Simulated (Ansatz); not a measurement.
Coupled-cluster diagnostics for B₈N₈, Ansatz.

Geometry of the singlet (r2SCAN-D4/def2-SVP):

```xyz
16

B    -2.135    0.728   -1.128
N    -2.691    1.104   -0.021
N    -0.994    0.061   -1.642
B     0.140    0.726   -0.829
B    -1.566    0.488    0.650
N    -0.190    1.141    0.524
N     1.583    0.224   -1.064
B     2.308    1.008   -0.131
B     1.069    0.655    1.242
N     2.290    1.419    1.097
B    -0.946   -1.160   -0.733
N    -1.453   -1.018    0.680
N     0.245   -1.990   -0.530
B     1.300   -1.018   -0.229
B    -0.096   -1.513    0.853
N     1.136   -0.854    1.262
```

Correlated methods freeze 16 core orbitals.

Estimate the CCSD(T) correlation energy, the shares of MP2 and (T), T1 and the reference's ⟨S²⟩ for: charge 0, singlet, own geometry in def2-SVP; and the rough time on 2 threads of AMD EPYC 7R13 on a shared host and a share (18 GiB) of an NVIDIA H100 80GB HBM3.


| state | basis | correlation (eV) | MP2 share (%) | (T) share (%) | T1 | ⟨S²⟩ (pure) | wall time | remarks |
| --- | --- | --- | --- | --- | --- | --- | --- | --- |
| charge 0, singlet, own geometry | def2-SVP | -54.539 | 94.5 | 4.7 | 0.023 | 0.00 (0.00) | 4.4 s | large T1 |
Customary marks for T1 are 0.02 (closed shells), 0.045 (open shells) and about 0.05 (3d metals). T1 exceeds 0.02 in 1 of 1 rows and 0.045 in 0; the higher it lies, the less the single-reference result can be trusted.
